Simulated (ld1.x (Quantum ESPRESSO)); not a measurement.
# PBE PAW dataset for B (Z = 5), scalar-relativistic all-electron reference.

ld1.x (Quantum ESPRESSO) 7.5 was run on this input:

```
&input
   title='B', zed=5., rel=1, dft='PBE', iswitch=3,
   config='[He] 2s2 2p1',
   nld=2, rlderiv=3.50, eminld=-3.0, emaxld=5.0, deld=0.02
 /
 &inputp
   pseudotype=3, lpaw=.true., tm=.true., lloc=-1, rcloc=2.25,
   nlcc=.true., new_core_ps=.true., rcore=1.05,
   which_augfun='PSQ', rmatch_augfun=0.85,
   file_pseudopw='B.UPF', file_wfcaegen='ae.wfc', file_wfcncgen='nc.wfc', file_beta='beta', file_chi='chi', file_wfcusgen='us.wfc'
 /
4
2S  1  0   2.00   0.00  1.05  1.40  0.0
2S  1  0   0.00  -0.35  1.05  1.40  0.0
2P  2  1   1.00   0.00  2.85  3.20  0.0
2P  2  1   0.00   1.35  2.85  3.20  0.0
 &test
   configts(1)='2s2 2p1'
 /
```

Command:

```bash
ld1.x < B.in > B.out
```

Resulting log (shortened: banner, matrices, multipoles, cross overlaps and the repeated all-electron block are left out):

```
Program LD1 v.7.5
     --------------------------- All-electron run ----------------------------

     B
     scalar relativistic calculation

     atomic number is  5.00
     dft =PBE   lsd =0 sic =0 latt =0  beta=0.20 tr2=1.0E-14
     Exchange-correlation= PBE
                           (   1   4   3   4   0   0   0)
     mesh =1059 r(mesh) = 101.04461 a.u. xmin = -7.00 dx = 0.01250
     1 Ry =  13.60569312 eV, c = 137.03599908

     n l     nl                  e(Ry)          e(Ha)          e(eV)
     1 0     1S 1( 2.00)       -13.2731        -6.6366      -180.5900
     2 0     2S 1( 2.00)        -0.6941        -0.3470        -9.4431
     2 1     2P 1( 1.00)        -0.2651        -0.1326        -3.6070

     final scf error:  7.5E-15 reached in  32 iterations

     Etot =     -49.206684 Ry,     -24.603342 Ha,    -669.491037 eV

     Ekin =      49.037301 Ry,      24.518651 Ha,     667.186471 eV
     Encl =    -113.771076 Ry,     -56.885538 Ha,   -1547.934352 eV
     Eh   =      23.125741 Ry,      11.562870 Ha,     314.641731 eV
     Exc  =      -7.598649 Ry,      -3.799325 Ha,    -103.384887 eV

     normalization and overlap integrals

     s(1S/1S) =  1.000000  <r> =   0.3294  <r2> =    0.1474  r(max) =   0.2103
     s(2S/2S) =  1.000000  <r> =   1.9516  <r2> =    4.5978  r(max) =   1.5152
     s(2P/2P) =  1.000000  <r> =   2.3015  <r2> =    6.8902  r(max) =   1.5731

     ------------------------ End of All-electron run ------------------------

     --------------------- Generating PAW atomic setup --------------------

      Generating local potential from pseudized AE potential:
      Matching radius rcloc =   2.2500

      Local pseudo, rcloc= 2.260 Estimated cut-off energy=     4.75 Ry

      Computing core charge for nlcc:

       r > 1.05 : true rho core
      Core charge pseudized with two Bessel functions
      Integrated core pseudo-charge :   0.30
      Wfc-us  2S rcutus= 1.406  Estimated cut-off energy=    22.09 Ry
      Wfc-us  2S rcutus= 1.406  Estimated cut-off energy=    22.64 Ry
      Wfc-us  2P rcutus= 3.208  Estimated cut-off energy=     7.77 Ry
      Wfc-us  2P rcutus= 3.208  Estimated cut-off energy=     7.34 Ry

     Required augmentation: PSQ   radius:    0.850000

     Q pseudized with Bessel functions
     Expected ecutrho=     318.5379 due to l1=  1   l2=  1

     Estimated PAW energy =  -10.967327 Ryd

     ------------------- End of pseudopotential generation -------------------

     Computing logarithmic derivative in   3.47930
     Computing logarithmic derivative in   3.47930
     Computing the partial wave expansion
     R is outside the sphere for l=    0 j= 0.00
     R is outside the sphere for l=    0 j= 0.00
     R is outside the sphere for l=    1 j= 0.00
     R is outside the sphere for l=    1 j= 0.00

     ---------------------- Testing the pseudopotential ----------------------

     B
     scalar relativistic calculation

     atomic number is  5.00   valence charge is  3.00
     dft = SLA  PW   PBX  PBC   lsd =0 sic =0 latt =0  beta=0.20 tr2=1.0E-14
     mesh =1059 r(mesh) = 101.04461 xmin = -7.00 dx = 0.01250

     n l     nl             e AE (Ry)        e PS (Ry)    De AE-PS (Ry)
     1 0     2S   1( 2.00)       -0.69405       -0.69405        0.00000
     2 1     2P   1( 1.00)       -0.26511       -0.26511        0.00000

     eps = 3.9E-16  iter =  3

     Etot =     -49.206684 Ry,     -24.603342 Ha,    -669.491037 eV
     Etotps =   -10.967329 Ry,      -5.483664 Ha,    -149.218111 eV

     Ekin =       5.649063 Ry,       2.824532 Ha,      76.859421 eV
     Encl =     -13.016688 Ry,      -6.508344 Ha,    -177.101059 eV
     Ehrt =       3.998944 Ry,       1.999472 Ha,      54.408407 eV
     Ecxc =      -7.598649 Ry,      -3.799324 Ha,    -103.384881 eV
     (Ecc =      -0.274432 Ry,      -0.137216 Ha,      -3.733832 eV)

     ---------------------- End of pseudopotential test ----------------------
```

Generation and configuration tests took about 1.2 s on one core of a shared server CPU.

Transferability test of the new file with ld1.x, input:

```
&input
   title='B', zed=5., rel=1, dft='PBE', iswitch=2,
   config='[He] 2s2 2p1'
 /
 &test
   file_pseudo='B.UPF', nconf=8,
   configts(1)='2s2 2p1',
   configts(2)='2s2 2p0',
   configts(3)='2s1 2p0',
   configts(4)='2s2 2p0.5',
   configts(5)='2s2 2p1.3',
   configts(6)='2s1 2p1',
   configts(7)='2s0 2p3',
   configts(8)='2s1 2p2'
 /
```

```bash
ld1.x < B.test.in > B.test.out
```

Pseudopotential blocks of its output, shortened (energy terms left out):

```
     ---------------------- Testing the pseudopotential ----------------------

     n l     nl             e AE (Ry)        e PS (Ry)    De AE-PS (Ry)
     1 0     2S   1( 2.00)       -0.69405       -0.69405        0.00000
     2 1     2P   1( 1.00)       -0.26511       -0.26511        0.00000

     eps = 3.9E-16  iter =  3

     Etot =     -49.206684 Ry,     -24.603342 Ha,    -669.491038 eV
     Etotps =   -10.967329 Ry,      -5.483664 Ha,    -149.218111 eV

     ---------------------- End of pseudopotential test ----------------------

          ---------------------- Testing the pseudopotential ----------------------

     n l     nl             e AE (Ry)        e PS (Ry)    De AE-PS (Ry)
     1 0     2S   1( 2.00)       -1.43403       -1.43399       -0.00004
     2 1     2P   1( 0.00)       -0.98227       -0.98229        0.00002

     eps = 4.0E-15  iter =  9

     Etot =     -48.602552 Ry,     -24.301276 Ha,    -661.271411 eV
     Etotps =   -10.363210 Ry,      -5.181605 Ha,    -140.998648 eV
     dEtot_ae =       0.604131 Ry
     dEtot_ps =       0.604119 Ry,   Delta E=       0.000012 Ry

     ---------------------- End of pseudopotential test ----------------------

          ---------------------- Testing the pseudopotential ----------------------

     n l     nl             e AE (Ry)        e PS (Ry)    De AE-PS (Ry)
     1 0     2S   1( 1.00)       -2.31339       -2.31343        0.00004
     2 1     2P   1( 0.00)       -1.87356       -1.87177       -0.00178

     eps = 9.1E-15  iter =  7

     Etot =     -46.734041 Ry,     -23.367020 Ha,    -635.849013 eV
     Etotps =    -8.494732 Ry,      -4.247366 Ha,    -115.576716 eV
     dEtot_ae =       2.472643 Ry
     dEtot_ps =       2.472597 Ry,   Delta E=       0.000046 Ry

     ---------------------- End of pseudopotential test ----------------------

          ---------------------- Testing the pseudopotential ----------------------

     n l     nl             e AE (Ry)        e PS (Ry)    De AE-PS (Ry)
     1 0     2S   1( 2.00)       -1.03851       -1.03843       -0.00009
     2 1     2P   1( 0.50)       -0.59442       -0.59438       -0.00005

     eps = 2.0E-16  iter =  8

     Etot =     -48.994466 Ry,     -24.497233 Ha,    -666.603665 eV
     Etotps =   -10.755133 Ry,      -5.377567 Ha,    -146.331045 eV
     dEtot_ae =       0.212218 Ry
     dEtot_ps =       0.212195 Ry,   Delta E=       0.000022 Ry

     ---------------------- End of pseudopotential test ----------------------

          ---------------------- Testing the pseudopotential ----------------------

     n l     nl             e AE (Ry)        e PS (Ry)    De AE-PS (Ry)
     1 0     2S   1( 2.00)       -0.51890       -0.51905        0.00015
     2 1     2P   1( 1.30)       -0.10161       -0.10175        0.00015

     eps = 8.7E-15  iter =  9

     Etot =     -49.260950 Ry,     -24.630475 Ha,    -670.229365 eV
     Etotps =   -11.021618 Ry,      -5.510809 Ha,    -149.956750 eV
     dEtot_ae =      -0.054266 Ry
     dEtot_ps =      -0.054289 Ry,   Delta E=       0.000023 Ry

     ---------------------- End of pseudopotential test ----------------------

          ---------------------- Testing the pseudopotential ----------------------

     n l     nl             e AE (Ry)        e PS (Ry)    De AE-PS (Ry)
     1 0     2S   1( 1.00)       -1.43999       -1.44024        0.00025
     2 1     2P   1( 1.00)       -0.98910       -0.98928        0.00018

     eps = 4.7E-16  iter =  7

     Etot =     -48.151191 Ry,     -24.075596 Ha,    -655.130332 eV
     Etotps =    -9.911865 Ry,      -4.955932 Ha,    -134.857787 eV
     dEtot_ae =       1.055492 Ry
     dEtot_ps =       1.055464 Ry,   Delta E=       0.000028 Ry

     ---------------------- End of pseudopotential test ----------------------

          ---------------------- Testing the pseudopotential ----------------------

     n l     nl             e AE (Ry)        e PS (Ry)    De AE-PS (Ry)
     1 0     2S   1( 0.00)       -0.75829       -0.75851        0.00022
     2 1     2P   1( 3.00)       -0.32646       -0.32637       -0.00009

     eps = 4.1E-16  iter =  9

     Etot =     -48.345216 Ry,     -24.172608 Ha,    -657.770177 eV
     Etotps =   -10.105635 Ry,      -5.052818 Ha,    -137.494175 eV
     dEtot_ae =       0.861467 Ry
     dEtot_ps =       0.861693 Ry,   Delta E=      -0.000226 Ry

     ---------------------- End of pseudopotential test ----------------------

          ---------------------- Testing the pseudopotential ----------------------

     n l     nl             e AE (Ry)        e PS (Ry)    De AE-PS (Ry)
     1 0     2S   1( 1.00)       -0.72916       -0.72920        0.00004
     2 1     2P   1( 2.00)       -0.29827       -0.29822       -0.00005

     eps = 1.0E-16  iter =  9

     Etot =     -48.776654 Ry,     -24.388327 Ha,    -663.640180 eV
     Etotps =   -10.537263 Ry,      -5.268631 Ha,    -143.366766 eV
     dEtot_ae =       0.430030 Ry
     dEtot_ps =       0.430066 Ry,   Delta E=      -0.000036 Ry

     ---------------------- End of pseudopotential test ----------------------
```
